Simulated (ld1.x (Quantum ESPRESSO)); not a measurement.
# Plane-wave convergence, ultrasoft potential for tantalum

```
Element                 : tantalum
Generator               : ld1.x (Quantum ESPRESSO) 7.5
Type                    : ultrasoft
Functional              : LDA (PZ)
Relativity              : fully relativistic
Frozen core             : [Xe] 4f14
Valence charge          : 5
Reference configuration : 5d3 6s0 6p0 (charge +2)
Partial waves           : 6s (bound, empty): rcut 1.90, rcutus 2.40 bohr; 6s channel at 0.6 Ry: rcut 1.90, rcutus 2.40 bohr; 6p (bound, empty): rcut 2.75, rcutus 2.90 bohr; 6p channel at 2 Ry: rcut 2.75, rcutus 2.90 bohr; 5d (bound): rcut 1.75, rcutus 2.10 bohr; 5d channel at -0.8 Ry: rcut 1.75, rcutus 2.10 bohr
Local potential         : all-electron potential smoothed inside 1.90 bohr (lloc = -1)
Core correction         : a·sin(br)/r model core, default radius (core density twice the valence density)
Augmentation charge     : PSQ, inside the norm-conserving radii
```

Open shells are filled in proportion to 2j + 1 (rel_dist='average').

The pseudo-atom Hamiltonian at the reference potential is diagonalised in spherical Bessel functions j_l(qr) that vanish at 20 bohr, with q² up to the cutoff. All-electron valence levels (Ry): 6s -1.3793, 6p1/2 -0.9885, 6p3/2 -0.9117, 5d3/2 -1.4002, 5d5/2 -1.3483.

Problem. How do the lowest levels (Ry) of each channel move with the cutoff, and are there ghosts?

Solution.

```tsv
cutoff (Ry)	s #1	s #2	p1/2 #1	p1/2 #2	p3/2 #1	p3/2 #2	d3/2 #1	d5/2 #1	f #1	Σ f·Δε (mRy)
8	-2.9149	-1.3786	-0.9884	-0.4058	-0.9116	-0.3847	-1.1558	-1.1276	-0.3172	690.7
10	-3.5253	-1.3787	-0.9884	-0.4059	-0.9116	-0.3849	-1.2540	-1.2168	-0.3182	412.2
15	-4.3270	-1.3792	-0.9885	-0.4059	-0.9117	-0.3850	-1.3662	-1.3182	-0.3195	95.0
18	-4.6269	-1.3792	-0.9885	-0.4059	-0.9117	-0.3850	-1.3930	-1.3420	-0.3197	20.0
21	-4.7248	-1.3792	-0.9885	-0.4059	-0.9117	-0.3851	-1.3983	-1.3467	-0.3198	5.2
25	-4.7733	-1.3793	-0.9885	-0.4059	-0.9117	-0.3852	-1.3997	-1.3479	-0.3199	1.3
35	-4.8070	-1.3793	-0.9885	-0.4059	-0.9117	-0.3852	-1.4000	-1.3482	-0.3199	0.6
40	-4.8089	-1.3793	-0.9885	-0.4059	-0.9117	-0.3852	-1.4001	-1.3483	-0.3199	0.2
400	-4.8098	-1.3793	-0.9885	-0.4059	-0.9117	-0.3852	-1.4002	-1.3484	-0.3199	0.0
```

Result: ghost state, extra bound levels that the all-electron valence spectrum of the same l lacks: s at -65.4 eV (a true bound ghost makes a file unfit for plane-wave use); 10 mRy is reached at 21 Ry and 1 mRy at 30 Ry.

Test run stopped at test 1 of 7 (negative rho).
